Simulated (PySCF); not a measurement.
Isomers of C5H11OP. Method: TDDFT B3LYP/def2-SVPD, vertical, gas phase, core orbitals frozen in the response (PySCF). Geometries: GFN2-xTB; one conformer of each isolated species. Triplets are in the Tamm–Dancoff approximation.

A. `C=CP(C)COC`
B. `O=[PH]1CCCCC1`
C. `CC(C)[C@@H]1C[P@@H]1=O`
D. `C=C[P@@H](=O)CCC`

Lowest singlet levels (six at most, fewer where fewer were computed) with oscillator strengths:

1. 189 nm (f 0.002); 182 nm (f 0.003); 181 nm (f 0.004); 176 nm (f 0.014); 175 nm (f 0.001); 173 nm (f 0.022); T1 6.43 eV
2. 209 nm (f 0.009); 196 nm (f 0.001); 188 nm (f 0.024); 184 nm (f 0.003); 180 nm (f 0.083); 173 nm (f 0.006); T1 5.48 eV
3. 217 nm (f 0.012); 214 nm (f 0.017); 180 nm (f 0.011); 176 nm (f 0.004); 171 nm (f 0.244); 169 nm (f 0.161); T1 4.46 eV
4. 243 nm (f 0.006); 199 nm (f 0.002); 198 nm (f 0.008); 190 nm (f 0.058); 188 nm (f 0.046); 180 nm (f 0.058); T1 4.44 eV

**Question.** Match each spectrum to its molecule.

**Answer.** 1 = B, 2 = C, 3 = D, 4 = A.
- A: S1 at 5.09 eV, HOMO→LUMO (99%); Löwdin shares by element: HOMO phosphorus 60%, carbon 28% or more; LUMO carbon 67% or more, phosphorus 6%, hydrogen 6% or more (atoms not listed hold the other 21%); HOMO -6.51 and LUMO -0.35 eV.
- B: S1 at 6.57 eV, HOMO→LUMO (95%); Löwdin shares by element: HOMO oxygen 56%, carbon 18% or more, phosphorus 14%; LUMO carbon 32% or more, hydrogen 8% or more (atoms not listed hold the other 60%); HOMO -7.23 and LUMO 0.13 eV; point group Cs.
- C: S1 at 5.93 eV, HOMO→LUMO (85%), HOMO→LUMO+3 (11%); Löwdin shares by element: HOMO oxygen 38%, carbon 31% or more, phosphorus 19%; LUMO carbon 19% or more, phosphorus 18%, oxygen 12% (atoms not listed hold the other 51%); HOMO -6.94 and LUMO 0.15 eV.
- D: S1 at 5.70 eV, HOMO→LUMO (59%), HOMO-1→LUMO (40%); Löwdin shares by element: HOMO oxygen 55%, phosphorus 15%, carbon 13% or more, hydrogen 4% or more; LUMO carbon 70% or more, phosphorus 7%, hydrogen 6% or more (atoms not listed hold the other 17%); HOMO -7.53 and LUMO -0.88 eV.
